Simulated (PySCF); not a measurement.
PbBr, SMILES [Pb][Br] (connectivity only; charge and spin as stated), neutral, multiplicity 2. Geometry optimised at PBE-D3(BJ)/def2-TZVP. The spin state was assumed, not searched. The def2 effective core potentials stand for the cores of Pb; spin–orbit coupling is left out.

All values below come from PBE-D3(BJ)/def2-TZVP (PySCF).

Harmonic wavenumbers (cm⁻¹): 204. Rotational constants (GHz): 1.268 (linear); symmetry number 1.

Task: Work out the zero-point energy and the ideal-gas rigid-rotor harmonic-oscillator thermochemistry at 298.15 K and 1 atm.

Result: ZPE = ½ Σ hcν = ½ × 204 cm⁻¹ = 1.22 kJ/mol. H − E(el) = 11.35 kJ/mol. Entropy in J/(mol K): translation 179.33, rotation 78.96, vibration 8.76, spin 5.76, total 272.82. G − E(el) = -69.99 kJ/mol. Cp = 36.77 J/(mol K).
